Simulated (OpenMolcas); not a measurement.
4s2 4p4 along the 34-electron sequence

- Program: OpenMolcas 26.06
- Method: CASSCF
- Basis: ANO-R2
- Scalar Hamiltonian: X2C, finite nucleus
- Spin-orbit coupling: RASSI with atomic mean-field integrals over the reference wave functions, term energies averaged over their components

Active space for each ion: 4 electrons in 3 orbitals (4p).

Computed levels in cm-1 above 3P2:

```
                               Level     Se    Br+   Kr2+
                                 3P1   1812   2821   4069
                                 3P0   2430   3659   5086
                                 1D2  11784  14442  17055
                                 1S0  27795  33563  38987
weight of 3P in the lowest level (%)     99     98     98
```

Measured, with the error of the calculation in %. Measured levels: Se, Br+ from NIST Handbook of Basic Atomic Spectroscopic Data; Kr2+ from Saloman, J. Phys. Chem. Ref. Data 36, 215 (2007).

| Level | Se | Br+ | Kr2+ |
| --- | --- | --- | --- |
| 3P1 | 1989 (-8.9) | 3136 (-10.0) | 4548 (-10.5) |
| 3P0 | 2534 (-4.1) | 3837 (-4.7) | 5313 (-4.3) |
| 1D2 | 9576 (+23.1) | 12089 (+19.5) | 14644 (+16.5) |
| 1S0 | 22446 (+23.8) | 27867 (+20.4) | 33080 (+17.9) |

The fine-structure level 3P0 changes by a factor of 2.09 from Se to Kr2+. Its fourth root runs 7.02, 7.78, 8.44, with steps per unit of Z of 0.76, 0.67; equal steps would mean a (Z - σ)^4 law with constant σ.

1D2 changes by a factor of 1.45 over the same range, with steps per unit of Z of +2660, +2610 cm-1.

With the s shell closed, the reference lacks s² → p² mixing. Without dynamic correlation excited terms often stand tens of per cent too high (terms of higher spin than the ground term too low), and those without a measured partner can miss by more than the paired ones (holds for Se; Br+). Computed and measured levels are paired by configuration, term and J; levels that our copy of the source lacks, or whose pairing is in doubt (as where it misses far off the trend of its configuration), stay unpaired and out of the deviations. Only configurations of the active space appear.
